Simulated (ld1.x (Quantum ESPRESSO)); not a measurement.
**Fe: one change to an ultrasoft potential, before and after**

Fe (Z = 26), ultrasoft, made with ld1.x (Quantum ESPRESSO) 7.5 (PBE, scalar-relativistic). Core [Ne] 3s2, reference 3p6 3d6 4s1.75 4p0 (charge +0.25). Waves: 4s (bound): rcut 1.80, rcutus 2.45 bohr; 4s channel at -0.15 Ry: rcut 1.80, rcutus 2.45 bohr; 3p (bound): rcut 1.20, rcutus 1.25 bohr; 4p (bound, empty): rcut 1.20, rcutus 1.25 bohr; 3d (bound): rcut 0.70, rcutus 0.95 bohr; 3d channel at 1.15 Ry: rcut 0.70, rcutus 0.95 bohr. Local part: all-electron potential smoothed inside 2.15 bohr (lloc = -1). Core correction: Bessel-smoothed model core, default radius (core density twice the valence density). Augmentation charge: PSQ, inside the norm-conserving radii.

All-electron outer shells of the reference configuration (PBE, scalar-relativistic, ld1.x):

```
shell  level (eV)  outermost node (bohr)  outermost maximum (bohr)
   2p     -700.41                      –                      0.18
   3s      -96.00                   0.33                      0.70
   3p      -62.03                   0.30                      0.72
   3d       -9.48                      –                      0.71
   4s       -6.96                   1.00                      2.38
   4p       -2.70                   1.10                      3.17
```

Change: local potential all-electron potential smoothed inside 2.30 bohr (lloc = -1).

Cutoffs: the cutoffs (Ry, on a coarse ladder) from which the occupation-weighted sum of valence levels, in a spherical-Bessel basis at the reference potential, stays within 10 and 1 mRy of its value at 400 Ry; they do not see the model core or the augmentation charge, which bear on the density cutoff. Errors are all-electron minus pseudo energies relative to the spin-unpolarised reference configuration.

Task: What does the change do?

Result: The potential gets neither clearly harder nor softer (120 Ry and 200 Ry → 120 Ry and 200 Ry); the errors of the 7 common tests hardly move; neither file shows a bound ghost.

```csv
quantity,base,changed
"cutoff, loose",120 Ry,120 Ry
"cutoff, tight",200 Ry,200 Ry
bound ghosts,none,none
"error for 3p6 3d6 4s2 4p0, meV [ΔE -1.53 eV]",+0.1,+0.1
"error for 3p6 3d6 4s1 4p0, meV [ΔE 7.20 eV]",-1.4,-1.5
"error for 3p6 3d6 4s0 4p0, meV [ΔE 23.40 eV]",-8.6,-8.8
"error for 3p6 3d6 4s1.5 4p0, meV [ΔE 1.95 eV]",-0.3,-0.2
"error for 3p6 3d6.5 4s1.5 4p0, meV [ΔE -2.26 eV]",-3.9,-4.0
"error for 3p6 3d7 4s0 4p0, meV [ΔE 5.11 eV]",-31,-32
"error for 3p6 3d5 4s2 4p0, meV [ΔE 12.68 eV]",-24,-26
s: phases at 2.65 bohr within 0.05 rad from the reference energy up to (Ry; the scan ends near 5),3.1,3.2
p: phases at 2.65 bohr within 0.05 rad from the reference energy up to (Ry; the scan ends near 5),to the end of the scan,to the end of the scan
d: phases at 2.65 bohr within 0.05 rad from the reference energy up to (Ry; the scan ends near 5),to the end of the scan,to the end of the scan
lowest overlap eigenvalue by channel,"s 0.39, p 0.34, d 1.00","s 0.40, p 0.39, d 1.00"
```
